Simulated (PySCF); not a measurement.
**Ce(II) with more and more H2O**

Computed with PySCF 2.14.0, PBE0, def2-SVP on the ligands, density fitting, scalar-relativistic core potentials, no spin-orbit coupling, vacuum. The metal has lcecp-0-SVP with ECP48. Each complex is relaxed within the symmetry of its template. Distances are means of the shortest metal–ligand contacts, charges and spins Mulliken's; removal energies are rigid, with the ligand's formal charge and no counterpoise, so too large; for an anion taken off a cation in vacuum most of it is the attraction of opposite charges, and multiply charged cations can part far more cheaply with an electron moved from ligand to metal. lcecp potentials hold a fixed number of 4f electrons in the core, out of states, spins and gaps.

Order these by the metal–ligand distance, lowest first.
A. [Ce(H2O)4]2+
B. [Ce(H2O)2]2+
C. [Ce(H2O)3]2+
D. [Ce(H2O)]2+

D (2.514), B (2.570), C (2.579), A (2.606).

What else do they give?


```json
{"complex": "[Ce(H2O)]2+", "point group": "C2v", "M–H2O (Å)": "2.514", "charge on M (e)": "1.79", "removal of one H2O (eV)": "2.26", "strongest infrared band, degenerate modes summed (cm⁻¹)": "570", "unstable modes (below −25 cm⁻¹)": "0"}
{"complex": "[Ce(H2O)2]2+", "point group": "D2d", "M–H2O (Å)": "2.570", "charge on M (e)": "1.62", "removal of one H2O (eV)": "1.99", "strongest infrared band, degenerate modes summed (cm⁻¹)": "554", "unstable modes (below −25 cm⁻¹)": "0 (lowest -24 cm⁻¹, within noise)"}
{"complex": "[Ce(H2O)3]2+", "point group": "D3", "M–H2O (Å)": "2.579", "charge on M (e)": "1.47", "removal of one H2O (eV)": "1.83", "strongest infrared band, degenerate modes summed (cm⁻¹)": "527", "unstable modes (below −25 cm⁻¹)": "0 (lowest -22 cm⁻¹, within noise)"}
{"complex": "[Ce(H2O)4]2+", "point group": "S4", "M–H2O (Å)": "2.606", "charge on M (e)": "1.32", "removal of one H2O (eV)": "1.68", "strongest infrared band, degenerate modes summed (cm⁻¹)": "–", "unstable modes (below −25 cm⁻¹)": "not given"}
```

The more ligands, the longer each bond and the weaker the last ligand is held.

Members with unstable modes aren't minima as they stand: saddle points kept by symmetry or, where the modes are soft, flat surfaces and noise. Moved off a saddle point of the template and relaxed again: [Ce(H2O)3]2+, [Ce(H2O)4]2+. One start shape was tried for each, so a minimum needn't be the lowest isomer. Oxidation states forced by the potential, rare, strongly oxidising or of another configuration in reality: [Ce(H2O)]2+, [Ce(H2O)2]2+, [Ce(H2O)3]2+, [Ce(H2O)4]2+.
